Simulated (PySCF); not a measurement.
C2H8BNO. Atoms are numbered in the order given.

```xyz
13

B      0.8090     0.0090     0.0000
H      1.9491    -0.4196     0.0000
N     -0.2806    -0.8922     0.0000
C     -0.1833    -2.3374     0.0000
H     -1.2397    -0.5374     0.0000
H     -0.6572    -2.7953    -0.8971
H     -0.6572    -2.7953     0.8971
H      0.8839    -2.6315     0.0000
O      0.6639     1.3791     0.0000
C     -0.6116     1.9802     0.0000
H     -1.2069     1.7040     0.9021
H     -0.4872     3.0818     0.0000
H     -1.2069     1.7040    -0.9021
```

The structure is a stationary point at PBE-D3(BJ)/def2-SVP. This is a generated structure with no PubChem entry under its InChIKey; it may be hypothetical. One conformer was computed; it need not be the lowest.

Method: PBE/def2-TZVP in PySCF.

```
Quantity                                                                                                       Result
---------------------------------------------------------------------------------------------  ----------------------
total energy                                                                                       -235.70741 hartree
point group                                                                                                        Cs
highest occupied level                                                                                       -5.84 eV
lowest empty level                                                                                            0.10 eV
orbital gap                                                                                                   5.94 eV
dipole moment                                                                                                  2.55 D
quadrupole, principal values (traceless, Buckingham form, about the centre of nuclear charge)  -2.96, -1.84, 4.80 D·Å
mean static polarisability                                                                       55.2 bohr³ (8.18 Å³)
polarisability, principal values                                                               43.8, 53.3, 68.5 bohr³
```
